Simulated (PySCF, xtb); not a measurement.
C₂H₉AlN, SMILES [CH3][Al+](<-[NH3])[CH3] (connectivity only; charge and spin as stated), charge +1, multiplicity 1.

Harmonic wavenumbers (cm⁻¹) from GFN2-xTB in xtb at its own minimum, in rising order: 32, 92, 98, 145, 169, 207, 364, 425, 452, 539, 545, 578, 640, 651, 778, 1267, 1274, 1298, 1384, 1388, 1392, 1397, 1462, 1467, 2900, 2906, 2911, 2913, 2937, 2939, 3317, 3318, 3335.

**Question.** What does r2SCAN-D4/def2-SVP (PySCF) give at its own minimum? (The exact figures need the calculation; the answer reports its results.)

**Answer.** 21, 50, 61, 159, 161, 165, 451, 552, 581, 585, 605, 703, 727, 730, 808, 1225, 1225, 1333, 1399, 1408, 1409, 1416, 1625, 1625, 3025, 3026, 3118, 3118, 3142, 3143, 3413, 3510, 3523. Paired by order, the mean absolute difference is 90 cm⁻¹ and the zero-point energies are 65.1 and 68.7 kcal/mol.
